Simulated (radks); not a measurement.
Isoelectronic series with 1 electrons, each ion in its NIST ground configuration. Calculated with a radial shooting solver on a logarithmic mesh with Libxc functionals: Dirac Kohn-Sham, LDA (Slater exchange, Perdew-Wang correlation), spin-unpolarised, spherical densities, point nucleus. Total energies (hartree) and mean radii <r> (bohr) (* marks an orbital that is empty in some or all of the ions):

ion,configuration,E (hartree),2s1/2*,1s1/2
Ag46+,1s1,-1134.30637,0.1232,0.03071
Cd47+,1s1,-1184.83368,0.1203,0.03001
In48+,1s1,-1236.57731,0.1176,0.02934
Sn49+,1s1,-1289.54806,0.1150,0.02870
Sb50+,1s1,-1343.75714,0.1125,0.02808
Te51+,1s1,-1399.21614,0.1101,0.02748
I52+,1s1,-1455.93709,0.1077,0.02690
Xe53+,1s1,-1513.93243,0.1055,0.02635
Cs54+,1s1,-1573.2151,0.1033,0.02581
Ba55+,1s1,-1633.7984,0.1012,0.02529
La56+,1s1,-1695.6962,0.09914,0.02479
Ce57+,1s1,-1758.9229,0.09717,0.02430
Pr58+,1s1,-1823.4934,0.09526,0.02383
Nd59+,1s1,-1889.4231,0.09341,0.02337
Pm60+,1s1,-1956.7279,0.09162,0.02293
Sm61+,1s1,-2025.4246,0.08988,0.02250
Eu62+,1s1,-2095.5303,0.08819,0.02208
Gd63+,1s1,-2167.0628,0.08655,0.02168
Tb64+,1s1,-2240.0407,0.08496,0.02128
Dy65+,1s1,-2314.4832,0.08341,0.02090
Ho66+,1s1,-2390.4104,0.08190,0.02053
Er67+,1s1,-2467.8429,0.08043,0.02016
Tm68+,1s1,-2546.8025,0.07900,0.01981
Yb69+,1s1,-2627.3113,0.07760,0.01946
